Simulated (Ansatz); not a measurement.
The cluster Au3S. The state is a doublet with charge 0. Geometry r2SCAN-D4/def2-SVP, that of the charge +1 singlet; atoms count from 1.

| atom | x (Å) | y (Å) | z (Å) |
| --- | --- | --- | --- |
| Au1 | -0.5992 | 1.8867 | -0.1117 |
| Au2 | -0.5525 | -1.2426 | -1.4442 |
| Au3 | 0.3364 | -0.7588 | 1.7984 |
| S4 | 0.8153 | 0.1148 | -0.2426 |

In the def2 sets Au takes a core potential; there is no spin–orbit coupling. The structure comes from a short search, and lower isomers may exist.

**Question.** Estimate the Mulliken populations from the PBE0/def2-TZVP orbitals of Ansatz.

**Answer.** 
```
atom  charge (e)  spin (α − β)  d electrons
 Au1        0.19          0.27         9.71
 Au2        0.19          0.27         9.71
 Au3        0.19          0.27         9.71
  S4       -0.58          0.18            –
```
Mulliken values depend strongly on the basis.

**Question.** Where does the spin sit?

**Answer.** Summed by element: Au 0.82, S 0.18, of 1 unpaired in all. Largest on single atoms: Au2 0.27, Au1 0.27, Au3 0.27.

**Question.** And the Mayer bond orders between heavy atoms (over 0.3)?

**Answer.** Au1–S4 0.90 (2.27 Å); Au2–S4 0.90 (2.27 Å); Au3–S4 0.90 (2.27 Å).
